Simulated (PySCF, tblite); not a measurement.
Isomers of C3H14N2Si2, one GFN2-xTB conformer each. Single-point energies are computed at PBE0/pcSseg-1 (PySCF, gas phase, no added dispersion term), electronic only.

```
             SMILES  GFN2-xTB relative energy (kJ/mol)
CC(C)N[SiH2][SiH2]N                                0.0
  CCCN[SiH2][SiH2]N                                9.3
```

Conformers: `[CH3:1][CH:2]([CH3:3])[NH:4][SiH2:5][SiH2:6][NH2:7]` with C1–C2–N4–Si5 -149°, C2–N4–Si5–Si6 -179°, N4–Si5–Si6–N7 -15°, Si5–Si6–N7–H 179° and -45°; `[CH3:1][CH2:2][CH2:3][NH:4][SiH2:5][SiH2:6][NH2:7]` with C1–C2–C3–N4 -179°, C2–C3–N4–Si5 -86°, C3–N4–Si5–Si6 180°, N4–Si5–Si6–N7 177°, Si5–Si6–N7–H -174° and 48°.

**Question.** What does PBE0/pcSseg-1 give for the same structures?

**Answer.** 
```json
{"SMILES": "CC(C)N[SiH2][SiH2]N", "PBE0/pcSseg-1 E (Eh)": "-810.69804", "PBE0/pcSseg-1 (kJ/mol)": "0.0", "GFN2-xTB (kJ/mol)": "0.0", "point group": "C1"}
{"SMILES": "CCCN[SiH2][SiH2]N", "PBE0/pcSseg-1 E (Eh)": "-810.69137", "PBE0/pcSseg-1 (kJ/mol)": "17.5", "GFN2-xTB (kJ/mol)": "9.3", "point group": "C1"}
```

Both levels put the same isomer lowest. 

**Question.** Which frontier levels, dipoles and rotational constants go with these structures?

**Answer.** 
```json
{"SMILES": "CC(C)N[SiH2][SiH2]N", "HOMO (eV, PBE0/pcSseg-1)": "-6.63", "LUMO (eV)": "-0.11", "dipole (D)": "1.43", "A, B, C (MHz)": "3168, 780.7, 695.2"}
{"SMILES": "CCCN[SiH2][SiH2]N", "HOMO (eV, PBE0/pcSseg-1)": "-6.56", "LUMO (eV)": "-0.30", "dipole (D)": "1.34", "A, B, C (MHz)": "6298, 546.9, 535.4"}
```

**Question.** What happens when harmonic zero-point energies from GFN2-xTB frequencies are added?

**Answer.** 
| SMILES | ZPE (kJ/mol) | electronic (kJ/mol) | with ZPE (kJ/mol) |
| --- | --- | --- | --- |
| CC(C)N[SiH2][SiH2]N | 439.3 | 0.0 | 0.0 |
| CCCN[SiH2][SiH2]N | 440.3 | 17.5 | 18.5 |

The zero-point energies span 1.0 kJ/mol. The order is unchanged.
